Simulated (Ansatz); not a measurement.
C$_{2}$H$_{8}$N (SMILES CC[NH3+]), charge +1, singlet, geometry from GFN2-xTB; REVPBE/STO-3G run with Ansatz (an electronic-structure program).

Input for Ansatz:
Ansatz 0.2 input:
```yaml
crystal:
  periodic: [false, false, false]
  atoms:
    - {symbol: C, position_ang: [1.24236279, -0.39750113, -0.00322907]}
    - {symbol: C, position_ang: [0.10487807, 0.60216964, 0.01031472]}
    - {symbol: N, position_ang: [-1.20786753, -0.12281767, -0.00534211]}
    - {symbol: H, position_ang: [2.18965049, 0.13332978, 0.00819683]}
    - {symbol: H, position_ang: [1.21540996, -1.04156893, 0.87213189]}
    - {symbol: H, position_ang: [1.22024591, -1.01206128, -0.89968502]}
    - {symbol: H, position_ang: [0.14835877, 1.25030737, -0.86574484]}
    - {symbol: H, position_ang: [0.14351839, 1.22077270, 0.90769459]}
    - {symbol: H, position_ang: [-1.27417674, -0.73835213, 0.81691315]}
    - {symbol: H, position_ang: [-1.26963260, -0.71062506, -0.84798726]}
    - {symbol: H, position_ang: [-2.00174661, 0.52991014, 0.00336156]}
basis:
  gaussian:
    orbitals: STO-3G
hamiltonian:
  xc: revpbe
total_charge: 1
accuracy: high
```

The log (banner, timings and long lists left out):

```
Functional definition: revPBE
452 factors; integrals over basis functions are off by at most 1.3e-8 eV
mean field evaluation 1: about -3642.2271 eV, gradient 1.7e1 eV
mean field evaluation 2: about -3642.2876 eV, gradient 1.7e1 eV
mean field evaluation 4: about -3643.1391 eV, gradient 6.1e-1 eV
mean field evaluation 8: about -3643.0432 eV, gradient 3.0e-2 eV
mean field evaluation 16: about -3643.0432 eV, gradient 1.4e-8 eV
mean field -3643.04320008 eV, -133.8793682596 hartree, gradient 1.4e-8 eV, S^2 0.000000; 0 other end points of the search recorded, 0 dependent functions left out
reference -3643.04320317 eV, -133.8793683732 hartree; 13, 13 occupied and 10, 10 virtual orbitals, 452 factors
Total energy: -3643.04320317 eV, -133.8793683732 hartree
```
